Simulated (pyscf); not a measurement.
Single points on ωB97X-D3(BJ)/def2-SVP structures (PySCF, gas phase). MP2 and CC: frozen core, UHF for open shells. ΔMP2 is the change of the MP2 total energy from the triple- to the quadruple-zeta basis.

PBE/def2-TZVP puts the barrier of [HO–AlH]• → •O–AlH₂ (hydrogen shift; doublet surface; H–O broken, Al–H formed) at 47.9 kcal/mol and the reaction energy at +39.1 kcal/mol, from the reactant's lowest minimum found. What do B3LYP-D3(BJ)/def2-TZVP, M06-2X/def2-TZVP, CCSD(T)/def2-TZVPP + ΔMP2(QZVPP) give on the same structures?

B3LYP-D3(BJ): ΔE‡ = 52.2 kcal/mol, ΔE = +34.9 kcal/mol; M06-2X: ΔE‡ = 59.1 kcal/mol, ΔE = +39.9 kcal/mol; CCSD(T): ΔE‡ = 56.3 kcal/mol, ΔE = +38.2 kcal/mol. PBE's barrier lies under all of them, by 4.3 to 11.2 kcal/mol. Its reaction energy lies among theirs. Low barriers are usual for a GGA, whose delocalisation error favours stretched bonds. This is the saddle that the search found; another between the same sides may lie lower. The CCSD(T) − MP2 part came from Ansatz, without density fitting, on the same reference.
